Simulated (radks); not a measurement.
Problem. The mean radii <r> (bohr) of the occupied orbitals of an atom or ion are listed with their occupations. All-electron calculation, scalar-relativistic Kohn-Sham, PBEsol, spin-unpolarised, spherical densities, point nucleus. Program: a radial shooting solver on a logarithmic mesh with Libxc functionals.

orbital  occ.      <r>
1s          2  0.01714
2s          2  0.07152
2p          6  0.06428
3s          2   0.1727
3p          2   0.1703

Name the element and its charge.

Solution. Z = 78, platinum, charge +64: Pt64+ in [Ne] 3s2 3p2. The 1s radius gives Z: for a bare nucleus <r> = (2 gamma + 1)/(2Z) with gamma = sqrt(1 - (Z/c)^2), 0.01695 bohr for Z = 78, and screening makes it slightly larger (0.01714 here). The occupations add up to 14, and the charge is Z minus that.
